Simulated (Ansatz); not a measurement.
`C[N](C)[InH]` radical. The species carries charge 0 and has multiplicity 2. In: def2 effective core potential. Geometry: relaxed with PBE0-D4/def2-TZVP.

```xyz
11

C    -1.166    0.026   -0.041
N     0.260    0.114    0.128
C     0.978   -0.795   -0.722
In    1.119    1.409    1.444
H    -1.686    0.728    0.617
H    -1.471    0.254   -1.075
H    -1.544   -0.984    0.188
H     0.774   -0.607   -1.788
H     2.056   -0.704   -0.571
H     0.702   -1.843   -0.526
H    -0.023    2.402    2.348
```

Question: What is the dipole moment at B3LYP/def2-TZVPP? (Best estimate.)

Answer: The calculation gave: 0.47 D, with components (0.32, -0.25, -0.23) D in this frame, pointing from negative to positive charge.

Question: And with PBE, r2SCAN, ωB97M-V? (Estimate.)

Answer: Computed: PBE 0.53 D, r2SCAN 0.50 D, ωB97M-V 0.45 D.

Question: Give the Mulliken charges with B3LYP, ωB97M-V, r2SCAN in def2-TZVPP. (Estimate.)

Answer: The calculation gave: 
| atom | B3LYP | ωB97M-V | r2SCAN |
| --- | --- | --- | --- |
| C1 | -0.15 | -0.21 | -0.01 |
| N2 | -0.35 | -0.39 | -0.38 |
| C3 | -0.14 | -0.20 | -0.01 |
| In4 | 0.33 | 0.32 | 0.31 |
| H5 | 0.08 | 0.09 | 0.04 |
| H6 | 0.08 | 0.10 | 0.04 |
| H7 | 0.08 | 0.10 | 0.04 |
| H8 | 0.08 | 0.10 | 0.04 |
| H9 | 0.07 | 0.09 | 0.03 |
| H10 | 0.08 | 0.10 | 0.04 |
| H11 | -0.15 | -0.11 | -0.14 |

B3LYP here is the variant with VWN-RPA as its local correlation; programs differ in this.
